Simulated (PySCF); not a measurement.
Co: excitation energy

Co [Ar] 3d7 4s2 (4F) → Co [Ar] 3d9 (2D), as a difference of total energies. Calculation: PySCF 2.14, in aug-cc-pVDZ-DK; the spin-free X2C one-electron Hamiltonian (Gaussian nucleus). Correlated levels: valence: [Ar] frozen. The calculations carry no spin-orbit coupling.

```csv
method,excitation energy (eV)
UHF,7.730
MP2 (valence),2.318
SCS-MP2 (valence),2.891
CCSD (valence),4.631
CCSD(T) (valence),4.135
```

Question: How much does correlation contribute at CCSD(T) (valence)?

Answer: 4.135 − (7.730) = -3.595 eV, measured against UHF.

The coupled-cluster amplitudes are large for the upper state (T1 above 0.03 or a double amplitude above 0.15), so a single reference is strained.
